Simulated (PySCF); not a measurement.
B3LYP has the VWN-RPA correlation part, as in Gaussian. 

**H₂ISi, SMILES `[SiH2]I` (charge 0, multiplicity 2)**

The numbers are results of B3LYP-D3(BJ)/def2-TZVP (PySCF), not measurements.

```json
{
  "highest_occupied_spin_orbital": "-6.20 eV",
  "dipole_moment": "0.94 D",
  "total_energy": "-16014.43 eV",
  "cost": "about 70 core-seconds (a rough figure)"
}
```

Bonded distances (Å): Si1–I2 2.454, Si1–H3 1.485, Si1–H4 1.485. Angles (°): I2–Si1–H3 108.6, I2–Si1–H4 108.6, H3–Si1–H4 110.2.
Charge 0, spin multiplicity 2.
